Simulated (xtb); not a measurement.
C4H8S, SMILES [C@H]1(SCC1)C. All values are semi-empirical tight-binding results from xtb (GFN2-xTB unless named), good for trends rather than for accurate numbers. The structure is a stationary point at GFN2-xTB.

Optimised geometry:

Bonds (Å): C1–C2 1.511, C1–H6 1.088, C1–H7 1.088, C1–H8 1.089, C2–C3 1.534, C2–S5 1.848, C2–H9 1.092, C3–C4 1.528, C3–H10 1.090, C3–H11 1.090, C4–S5 1.832, C4–H12 1.087, C4–H13 1.088. Angles (°): C2–C1–H6 110.4, C2–C1–H7 110.4, C2–C1–H8 109.8, H6–C1–H7 108.5, H6–C1–H8 108.8, H7–C1–H8 108.9, C1–C2–C3 116.5, C1–C2–S5 114.7, C1–C2–H9 110.9, C3–C2–S5 91.9, C3–C2–H9 112.9, S5–C2–H9 108.5, C2–C3–C4 96.7, C2–C3–H10 111.0, C2–C3–H11 114.3, C4–C3–H10 111.6, C4–C3–H11 114.3, H10–C3–H11 108.6, C3–C4–S5 92.7, C3–C4–H12 116.0, C3–C4–H13 114.3, S5–C4–H12 112.4, S5–C4–H13 110.3, H12–C4–H13 110.0, C2–S5–C4 76.8.
Charge 0, spin multiplicity 1.

Task: Estimate the properties. (The exact figures need the calculation; the answer reports its results.)

Result: 
```yaml
orbital_gap: 3.40 eV
zero_point_energy: 69.2 kcal/mol
G − E(el) at 298.15 K (modified RRHO): 50.7 kcal/mol
static polarisability (D4 model): 66.2 bohr³
solvation energy, GFN2-xTB/ALPB(water): -0.1 kcal/mol
solvation energy, GFN2-xTB/ALPB(thf): -5.2 kcal/mol
```

Computed atomic charges and the Wiberg bond orders between heavy atoms:
charges (e) C1 -0.11, C2 0.04, C3 -0.06, C4 0.00, S5 -0.21, H6 0.05, H7 0.05, H8 0.04, H9 0.04, H10 0.04, H11 0.03, H12 0.04, H13 0.04. Bond orders C1–C2 1.03, C2–C3 1.00, C3–C4 1.01, C2–S5 0.97, C4–S5 1.00.
